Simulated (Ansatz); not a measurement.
Ansatz (an electronic-structure program) job for C2H4I, SMILES C[CH]I (connectivity only; charge and spin as stated), charge +1, multiplicity 1, PBE/def2-SVPD. Geometry: B3LYP-D3(BJ)/def2-SVP. The multiplicity is an assumed one; other spin states were not compared. The isomer is the one that the SMILES or the coordinates give; other isomers of the formula were not compared. The def2 effective core potentials stand for the cores of I; spin–orbit coupling is left out.

Ansatz 0.2 input:
```yaml
crystal:
  periodic: [false, false, false]
  atoms:
    - {symbol: C, position_ang: [0.30695321, 2.45691934, -0.00000000]}
    - {symbol: C, position_ang: [-0.55608389, 1.29565390, -0.00000000]}
    - {symbol: I, position_ang: [0.03254001, -0.61120494, 0.00000000]}
    - {symbol: H, position_ang: [0.01637682, 3.09278443, 0.86741171]}
    - {symbol: H, position_ang: [0.01637682, 3.09278443, -0.86741171]}
    - {symbol: H, position_ang: [1.38431380, 2.25406747, -0.00000000]}
    - {symbol: H, position_ang: [-1.64690374, 1.43878619, -0.00000000]}
basis:
  gaussian:
    orbitals: def2-SVPD
hamiltonian:
  xc: {name: PBE}
total_charge: 1
```

It prints:

```
WARN ansatz: RAYON_NUM_THREADS=1 ignored (pool sized by the plan → 1); use --threads N
Functional definition: PBE
integrals: 0.04 GiB planned
975 factors; their error is unknown
mean field: 0.29 GiB planned
mean field evaluation 1: about -10192.3260 eV, gradient 1.1e2 eV
mean field evaluation 2: about -9912.5959 eV, gradient 2.6e2 eV
mean field evaluation 4: about -10221.9418 eV, gradient 3.8e1 eV
mean field evaluation 8: about -10226.2733 eV, gradient 1.7e-1 eV
mean field evaluation 16: about -10226.2365 eV, gradient 1.6e-4 eV
mean field -10226.23645625 eV, -375.8072581751 hartree, gradient 1.5e-5 eV, S^2 0.000000; 0 other end points of the search recorded, 0 dependent functions left out
reference -10226.23649454 eV, -375.8072595822 hartree; 20, 20 occupied and 87, 87 virtual orbitals, 975 factors
Total energy: -10226.23649454 eV, -375.8072595822 hartree
```

The run converged.

Cost: about 1.6 core-seconds (a rough figure).
